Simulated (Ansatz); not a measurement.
Relaxation of C2H9ClN2Si (15 atoms, charge 0, multiplicity 1), to a largest force component of 0.02 eV/Å in at most 40 steps.

Theory: RKS LDA/STO-3G (Ansatz 0.2.0).

```xyz
15
Properties=species:S:1:pos:R:3:forces:R:3
Si 0.000 0.000 0.000 -0.91 1.95 2.26
N 0.000 0.000 1.820 0.03 -0.31 -2.50
H -0.877 -0.271 2.350 1.27 0.49 -0.23
H 0.877 0.271 2.350 -1.22 -0.55 -0.28
H 1.377 0.000 -0.486 -0.04 0.12 0.20
N -0.857 1.485 -0.606 1.21 -2.45 0.80
C -2.272 1.409 -0.998 0.66 0.32 0.11
H -2.825 0.778 -0.270 -0.19 0.05 -0.22
H -2.709 2.429 -1.010 -0.04 -0.20 -0.01
H -2.352 0.961 -2.011 -0.50 0.00 -0.10
C -0.135 2.762 -0.704 -0.57 -0.75 -0.13
H -0.244 3.171 -1.730 0.19 0.34 0.02
H -0.557 3.483 0.028 0.20 0.36 -0.05
H 0.940 2.598 -0.483 -0.18 0.11 -0.05
Cl -1.003 -1.738 -0.709 0.08 0.55 0.18
```

Q: Where does it end, and by what steps?

A: The run converged. Limits of this set-up: minimal basis. After 14 steps the energy has fallen by 0.801 eV; H9 moved furthest, 1.03 Å.

| step | energy less start (eV) | largest force component (eV/Å) | accepted |
| --- | --- | --- | --- |
| 0 | 0.0000 | 2.495 | yes |
| 1 | -0.4826 | 1.520 | yes |
| 2 | -0.6050 | 0.542 | yes |
| 3 | -0.6419 | 0.521 | yes |
| 4 | -0.6913 | 0.301 | yes |
| 5 | -0.7215 | 0.840 | yes |
| 6 | -0.7713 | 0.230 | yes |
| 7 | -0.7722 | 0.666 | yes |
| 8 | -0.7570 | 0.747 | no |
| 9 | -0.7947 | 0.081 | yes |
| 10 | -0.7945 | 0.117 | no |
| 11 | -0.7979 | 0.067 | yes |
| 12 | -0.7998 | 0.029 | yes |
| 13 | -0.8005 | 0.025 | yes |
| 14 | -0.8007 | 0.016 | yes |

```xyz
15
Properties=species:S:1:pos:R:3
Si 0.049 0.121 0.123
N -0.056 0.262 1.830
H -0.996 0.291 2.278
H 0.582 -0.329 2.404
H 1.463 0.082 -0.203
N -0.754 1.364 -0.756
C -2.212 1.354 -0.928
H -2.553 0.301 -0.938
H -2.759 1.903 -0.127
H -2.482 1.822 -1.896
C -0.132 2.687 -0.886
H -0.435 3.155 -1.846
H -0.412 3.393 -0.069
H 0.970 2.584 -0.883
Cl -0.910 -1.654 -0.565
```

Whether the end is a true minimum wasn't checked by a vibrational analysis.

Run time: 40 s on 1 thread of Arm Neoverse V2, with other jobs on the host, peak memory 0.15 GiB.
